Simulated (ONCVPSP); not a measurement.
## What one change does to a pseudopotential (zirconium (Zr), ONCV)

| Property | Result |
| --- | --- |
| Element | Zr |
| Generator | ONCVPSP 4.0.1 |
| Type | optimised norm-conserving Vanderbilt (ONCV) |
| Functional | PBE |
| Relativity | scalar-relativistic |
| Frozen core | [Ar] 3d10 |
| Valence charge | 12 |
| Reference configuration | 4s2 4p6 4d2 5s2 |
| Partial waves | 4s+5s: rc 2.00 bohr, ncon 4, nbas 8, qcut 5.6 1/bohr, 2 projectors; 4p: rc 2.05 bohr, ncon 4, nbas 9, qcut 8.5 1/bohr, 2 projectors, debl 3.1 Ha; 4d: rc 2.25 bohr, ncon 4, nbas 9, qcut 8 1/bohr, 2 projectors, debl 3 Ha; f scattering state at 0.15 Ha: rc 2.30 bohr, ncon 3, nbas 6, qcut 4.2 1/bohr, 3 projectors, debl 3.5 Ha |
| Local potential | polynomial inside 1.25 bohr (lpopt 5, dvloc0 4 Ha) |
| Core correction | none |

Change: p: qcut 12.6.

Cutoffs: the cutoffs (Ha) at which the residual kinetic energy of the hardest occupied pseudo-wave falls to 1 and 0.1 mHa per electron; they do not see the model core or the augmentation charge, which bear on the density cutoff. Errors are all-electron minus pseudo energies relative to the spin-unpolarised reference configuration.

**Question.** Predict the effect on cutoff, ghosts and configuration errors.

**Answer.** The potential gets harder (15 Ha and 20 Ha → 51 Ha and 56 Ha); a bound ghost appears in p, which as a rule spoils a file; of the 4 tests that both files solve, the error grows in 1 and shrinks in 2 by more than 15 % and 0.3 meV (median size 3.9 → 4.6 meV). The waves are optimised to have the least kinetic energy above qcut, so the cutoff follows it (qcut²/2 in Ha).

```csv
quantity,base,changed
"cutoff, loose",15 Ha,51 Ha
"cutoff, tight",20 Ha,56 Ha
loose cutoff by channel,"s 11 Ha, p 10 Ha, d 15 Ha","s 11 Ha, p 51 Ha, d 15 Ha"
bound ghosts,none,p
GHOST(+) flags under 300 eV,none,none
"error for 4s2 4p6 4d2 5s1, meV [ΔE 7.14 eV]",-1.6,-1.6
"error for 4s2 4p6 4d2 5s0, meV [ΔE 20.08 eV]",-6.3,-3.9
"error for 4s2 4p6 4d1 5s0, meV [ΔE 42.70 eV]",0.0,-5.3
"error for 4s1 4p6 4d2 5s2, meV [ΔE 60.53 eV]",-184,-32
s: phases at 2.03 bohr within 0.05 rad from the reference energy up to (Ha; the scan ends near 5),4.5,4.5
p: phases at 2.08 bohr within 0.05 rad from the reference energy up to (Ha; the scan ends near 5),to the end of the scan,to the end of the scan
d: phases at 2.28 bohr within 0.05 rad from the reference energy up to (Ha; the scan ends near 5),to the end of the scan,to the end of the scan
f: phases at 2.33 bohr within 0.05 rad from the reference energy up to (Ha; the scan ends near 5),to the end of the scan,to the end of the scan
```

Base: The cutoffs count occupied waves only; projector 2 of the f channel, the hardest unoccupied one, needs 46 Ha at the loose tolerance. A true bound ghost makes a file unfit for plane-wave use even where its test errors are small: the radial tests pick states by their node count and pass the ghost by.
